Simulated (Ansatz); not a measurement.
Mulliken charges of `F/C(Br)=C(/F)I` from PBE/def2-TZVPP in Ansatz (PBE0-D4/def2-TZVP geometry).

| atom | x (Å) | y (Å) | z (Å) | charge (e) |
| --- | --- | --- | --- | --- |
| F1 | -1.356 | -0.178 | 1.090 | -0.112 |
| C2 | -0.348 | -0.502 | 0.302 | 0.113 |
| Br3 | -0.037 | -2.328 | 0.150 | 0.010 |
| C4 | 0.374 | 0.420 | -0.323 | 0.045 |
| F5 | 1.381 | 0.079 | -1.110 | -0.114 |
| I6 | 0.028 | 2.445 | -0.155 | 0.058 |

**Question.** By hand: the dipole of these point charges (1 e Å = 4.8032 D).

**Answer.** Σ q r = (-0.027, 0.092, 0.017) e Å, of length 0.097 e Å = 0.47 D.

**Question.** How does the dipole of the full density compare? (Best estimate.)

**Answer.** Ansatz gave: (-0.014, 0.065, 0.008) e Å, 0.32 D; the point charges give 1.47 times that, at 5° from its direction.

Point charges leave out the atoms' own dipoles, such as those of lone pairs, and Mulliken's split depends on the basis, so the two needn't agree.
